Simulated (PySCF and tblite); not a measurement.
Values are calculated unless marked as measured or tabulated.
System: C5H6N2O2, numbered as in [CH3:1][O:2][C:3](=[O:4])[c:5]1[cH:6][cH:7][nH:8][n:9]1.

The path came from a restrained scan, a climbing-image band and a saddle search at GFN2-xTB; energies are BP86/pcSseg-1 + D3(BJ), IEF-PCM acetone//PBE0-D3(BJ)/def2-SVP, thermal terms GFN2-xTB. Rates follow Eyring's equation with the number of equivalent paths and no tunnelling. (PySCF 2.14 with density fitting, tblite 0.8.)

Tunnelling of the moving H, left out here, will speed the real process. In real samples such hydrogens mostly exchange between molecules or through solvent, far faster than by this path.

Q: What barrier does the shift of H on N8 from N8 to N9 meet, and how fast is it at 298 K?

A: The electronic barrier is 50.6 kcal/mol and ΔG‡(298 K) 46.4 kcal/mol, over a C1 saddle with an imaginary mode of 1617i cm⁻¹ (GFN2-xTB). With 2 equivalent paths, k is 1.2×10⁻²¹ s⁻¹. The end lies 0.4 kcal/mol above the start in free energy.
